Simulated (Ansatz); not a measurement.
Cost and result up the ladder for the cluster BeI2 (the lowest singlet isomer of a short search) (3 atoms). Charge 0, multiplicity 1. Geometry: B3LYP-D4/def2-TZVP.

```xyz
3

Be    0.0000    0.0001    0.0002
I    -1.0046    1.8647   -0.4511
I     1.0046   -1.8648    0.4509
```

Ansatz on 4 threads of Arm Neoverse V2 on a shared host. Times are rough, and most runs start from the orbitals of an earlier one. ωB97M-V/def2-TZVP serves as the yardstick here, not as an exact answer. Differences are given only for rows in sets of like size (and for xTB, whose basis is part of the method), since another set adds its own error. Binding counts from free atoms at the same level (Be singlet, I doublet; other spins of the atoms weren't run), without zero-point energy or a counterpoise term.

In the def2 sets I takes a core potential; there is no spin–orbit coupling. LC-ωPBE has ω = 0.4 bohr⁻¹. HSE06 is defined as in plane-wave codes, on full-range PBE exchange. Correlated methods freeze 8 core orbitals; core or outer-core shells of I are correlated, in sets that lack core-valence functions. The structure comes from a short search, and lower isomers may exist.

Correlated methods converge slowly with the basis.

```tsv
level	functions	binding energy per atom (eV)	difference from ωB97M-V/def2-TZVP (eV)
MP2/def2-TZVP	119	2.38	0.12
r2SCAN-D4/def2-TZVPD	140	2.42	0.15
PBE-D4/def2-SVP	61	2.40	–
HSE06-D4/def2-TZVP	119	2.39	0.12
PBE0-D4/def2-TZVPD	140	2.38	0.12
PBE-D4/def2-TZVP	119	2.41	0.14
CCSD(T)/def2-TZVPP	119	2.15	-0.11
r2SCANh-D4/def2-TZVP	119	2.40	0.14
LC-ωPBE/def2-TZVP	119	2.29	0.03
PBE-D4/def2-TZVPD	140	2.41	0.14
RPA@PBE/def2-TZVP	119	1.87	-0.39
ωB97M-V/def2-TZVP	119	2.26	0.00
r2SCAN-D4/def2-TZVP	119	2.42	0.15
PBE0-D4/def2-SVP	61	2.37	–
```

Problem. Estimate how long each takes.

Solution. PBE-D4/def2-SVP 0.35 s; PBE-D4/def2-TZVP 0.5 s; PBE0-D4/def2-SVP 0.55 s; MP2/def2-TZVP 0.7 s; LC-ωPBE/def2-TZVP 0.75 s; HSE06-D4/def2-TZVP 0.85 s; PBE-D4/def2-TZVPD 0.86 s; PBE0-D4/def2-TZVPD 1.1 s; r2SCAN-D4/def2-TZVP 1.2 s; RPA@PBE/def2-TZVP 1.4 s; r2SCANh-D4/def2-TZVP 1.4 s; r2SCAN-D4/def2-TZVPD 1.6 s; ωB97M-V/def2-TZVP 2.6 s; CCSD(T)/def2-TZVPP 4.2 s. On shared hardware such times vary by a factor of up to 3.
